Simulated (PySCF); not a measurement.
PySCF input file for C₃H₄, SMILES C1=CC1, PBE/pcSseg-2. Geometry: B3LYP-D3(BJ)/def2-TZVP.

```python
import numpy as np
from pyscf import gto, scf, dft
from pyscf.prop.nmr import rks as nmr

mol = gto.M(
    atom='''
    C    -0.00000000   -0.64338264   -0.49964373
    C    -0.00000000    0.64338263   -0.49964373
    C     0.00000000   -0.00000000    0.86092137
    H     0.00000001   -1.57172758   -1.04156394
    H     0.00000001    1.57172758   -1.04156395
    H     0.91149703    0.00000001    1.45666222
    H    -0.91149704    0.00000001    1.45666221
    ''',
    basis='pcSseg-2',
    charge=0,
    spin=0,
    max_memory=1600,
    verbose=3,
)
mf = dft.RKS(mol, xc='pbe').density_fit(auxbasis='def2-universal-jkfit')
mf.grids.level = 3
mf.conv_tol = 1e-10
mf.max_cycle = 100
mf.kernel()
n = nmr.NMR(mf)
n.verbose = 2
n.max_cycle_cphf = 60
sigma = n.kernel()
print('atom   isotropic/ppm   span/ppm')
for i, s in enumerate(sigma):
    w = np.linalg.eigvalsh((s + s.T) / 2)
    print(f'{mol.atom_symbol(i):2s}{i + 1:3d} {w.mean():14.3f} {w[2] - w[0]:11.3f}')
```

It prints:

```
converged SCF energy = -116.507007600404
atom   isotropic/ppm   span/ppm
C   1         62.122     261.398
C   2         62.122     261.398
C   3        176.441     115.618
H   4         24.206       6.111
H   5         24.206       6.111
H   6         30.482      13.802
H   7         30.482      13.802
```

The calculation finished and met its thresholds.
